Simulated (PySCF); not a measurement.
PySCF 2.14 output of an unrestricted PW91 calculation on a single atom or ion in aug-cc-pVTZ, with no relativity, point nucleus:

```
SCF conv_tol = 1e-09
number electrons alpha = 12  beta = 9
    J. P. Perdew. In P. Ziesche and H. Eschrig, editors, Proceedings of the 75. WE-Heraeus-Seminar and 21st Annual International Symposium on Electronic Structure of Solids, 11. Berlin, 1991. Akademie Verlag.
    J. P. Perdew, J. A. Chevary, S. H. Vosko, K. A. Jackson, M. R. Pederson, D. J. Singh, and C. Fiolhais.,  Phys. Rev. B 46, 6671 (1992)
    J. P. Perdew, J. A. Chevary, S. H. Vosko, K. A. Jackson, M. R. Pederson, D. J. Singh, and C. Fiolhais.,  Phys. Rev. B 48, 4978 (1993)
    J. P. Perdew. In P. Ziesche and H. Eschrig, editors, Proceedings of the 75. WE-Heraeus-Seminar and 21st Annual International Symposium on Electronic Structure of Solids, 11. Berlin, 1991. Akademie Verlag.
    J. P. Perdew, J. A. Chevary, S. H. Vosko, K. A. Jackson, M. R. Pederson, D. J. Singh, and C. Fiolhais.,  Phys. Rev. B 46, 6671 (1992)
    J. P. Perdew, J. A. Chevary, S. H. Vosko, K. A. Jackson, M. R. Pederson, D. J. Singh, and C. Fiolhais.,  Phys. Rev. B 48, 4978 (1993)
cycle= 1 E= -760.530014282452  delta_E= -0.00851  |g|= 0.026  |ddm|= 3.08
cycle= 2 E= -760.530259008087  delta_E= -0.000245  |g|= 0.00777  |ddm|= 0.777
cycle= 3 E= -760.530031616013  delta_E= 0.000227  |g|= 0.0205  |ddm|= 0.17
cycle= 4 E= -760.530338014698  delta_E= -0.000306  |g|= 0.00187  |ddm|= 0.0421
cycle= 5 E= -760.530340323935  delta_E= -2.31e-06  |g|= 0.000196  |ddm|= 0.00803
cycle= 6 E= -760.530340356958  delta_E= -3.3e-08  |g|= 7.43e-06  |ddm|= 0.000872
cycle= 7 E= -760.530340356998  delta_E= -4e-11  |g|= 4.11e-07  |ddm|= 1.44e-05
converged SCF energy = -760.530340356998  <S^2> = 3.7502888  2S+1 = 4.0001444
```

The run itself started from symmetry-adapted Hartree-Fock orbitals and held the occupation by maximum overlap, on a logarithmic radial grid, so the iterations belong to that start.

Which element, charge and spin multiplicity is this?

Sc (scandium, neutral), multiplicity 4; the state was [Ar] 3d3, high-spin 4F determinant (an excited configuration).
